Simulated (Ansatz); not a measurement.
Abridged output of a molecular run in Ansatz:

```
Functional definition: HF
1055 factors; integrals over basis functions are off by at most 1.3e-3 eV
mean field evaluation 1: about -25000.2829 eV, gradient 3.8e1 eV
mean field evaluation 2: about -25000.2859 eV, gradient 3.8e1 eV
mean field evaluation 4: about -25003.4852 eV, gradient 3.4e0 eV
mean field evaluation 8: about -25003.5181 eV, gradient 1.4e-4 eV
mean field -25003.51807043 eV, -918.8623410951 hartree, gradient 1.5e-6 eV, S^2 0.000000; 0 other end points of the search recorded, 0 dependent functions left out
13 core orbitals not correlated: weight in the atoms' cores, before any rotation towards them, 1.000 or more for the frozen orbitals, at most 0.000 for the correlated occupied ones
reference -25003.51807043 eV, -918.8623410951 hartree; 16, 16 occupied and 79, 79 virtual orbitals, 1055 factors
second order -19.63481157 eV of doubles, -0.00000000 eV of singles
cycle   1  -20.46302101 eV  change   -8.3e-1 eV  update   9.1e-2
cycle   2  -20.92768217 eV  change   -4.6e-1 eV  update   2.6e-2
cycle   3  -21.02914129 eV  change   -1.0e-1 eV  update   1.2e-2
cycle   4  -21.02655514 eV  change    2.6e-3 eV  update   2.7e-3
cycle   5  -21.02606082 eV  change    4.9e-4 eV  update   1.1e-3
cycle   6  -21.02616725 eV  change   -1.1e-4 eV  update   3.3e-4
cycle   7  -21.02601595 eV  change    1.5e-4 eV  update   1.0e-4
cycle   8  -21.02600141 eV  change    1.5e-5 eV  update   3.0e-5
perturbative correction -0.49450836 eV, -0.0181728472 hartree
Total energy: -25025.03858020 eV, -919.6532052421 hartree
```

Its atoms:

Cartesian coordinates in Å:
```
C 1.392 0.878 -0.980
O 0.074 0.466 -0.691
Si -0.355 -0.356 0.652
N -1.997 -0.754 0.680
Cl 0.723 -2.111 0.684
H 2.043 0.017 -1.158
H 1.815 1.475 -0.164
H 1.365 1.492 -1.881
H -0.003 0.433 1.852
H -2.688 -0.060 0.914
H -2.369 -1.479 0.091
```

Question: Which basis set was used?
A. def2-SVPD
B. cc-pV(T+d)Z
C. def2-TZVPP
D. def2-SVP

Answer: D. It gives 108 functions.

Question: Write the keys of the input that set method, charge and spin (a neutral closed shell needs none for the last two).

Answer: 
```yaml
correlation: {method: ccsd_t}
```
